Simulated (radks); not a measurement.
Results of a calculation; reference values are marked as such.
Removal energies from the molybdenum ion Mo5+, [Kr] 4d1, by Delta-SCF beside the eigenvalue of the level emptied. Level of theory: scalar-relativistic Kohn-Sham, PBEsol, spin-polarised, spherical densities, finite nucleus; Fermi nuclear charge, rms radius of each element as measured or else 0.836 A^(1/3) + 0.57 fm (a radial shooting solver on a logarithmic mesh with Libxc functionals). Open shells are filled with parallel spins first.

removed from    final configuration  Delta-SCF (eV)  -eigenvalue (eV)
4d                             [Kr]          68.701            61.277
4p            [Ar] 3d10 4s2 4p5 4d1          108.53            99.882
4s            [Ar] 3d10 4s1 4p6 4d1          136.19            126.95
3d             [Ar] 3d9 4s2 4p6 4d1          307.36            287.44
